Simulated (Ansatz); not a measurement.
Consider the ligand exchange at the Si–C bond: `CC(F)(F)[SiH2]F` + `C[NH][GeH3]` → `C[N]([GeH3])[SiH2]F` + `CC(F)F`.

Isolated molecules relaxed with PBE0-D4/def2-TZVP in Ansatz; ΔE leaves out vibrations. CCSD(T)/CBS adds triple-zeta CCSD(T) − MP2 to the extrapolated MP2 energy (def2 sets, frozen cores). DFT in def2-TZVPP. B3LYP here is the variant with VWN-RPA as its local correlation; programs differ in this. For Ge outer-core shells are correlated without core-valence functions, which leaves a few kJ/mol of doubt a bond. Scalar relativity is left out up to krypton. One conformer a species, not always the lowest.

Is it downhill or uphill in electronic energy at CCSD(T)/CBS, and by how much? (Estimate.)

Ansatz gave: Downhill: ΔE = -119.2 kJ/mol.

What do these levels give: PBE-D4, r2SCAN-D4, PBE0-D4, ωB97X-V, ωB97M-V, PBE0, B3LYP, MP2/def2-TZVPP, CCSD(T)/def2-TZVPP, HF/def2-QZVPP, HF/CBS(def2), CCSD/CBS(def2)? (An estimate is asked.)

Ansatz gave: PBE-D4 -105.7, r2SCAN-D4 -112.6, PBE0-D4 -113.5, ωB97X-V -113.6, ωB97M-V -114.9, PBE0 -111.4, B3LYP -110.4, MP2/def2-TZVPP -127.6, CCSD(T)/def2-TZVPP -122.1, HF/def2-QZVPP -126.1, HF/CBS(def2) -126.2, CCSD/CBS(def2) -119.7 kJ/mol.

Largest T1 diagnostic among the species: 0.012.

From PBE to PBE0 (25 % exact exchange), in def2-TZVPP and without D4, ΔE moves by −8.0 kJ/mol. The D4 term adds −3.8 kJ/mol with B3LYP and −2.1 kJ/mol with PBE0; it sums over pairs of atoms, weighted by their polarisabilities, and B3LYP, whose exchange is more repulsive, gets the larger term.
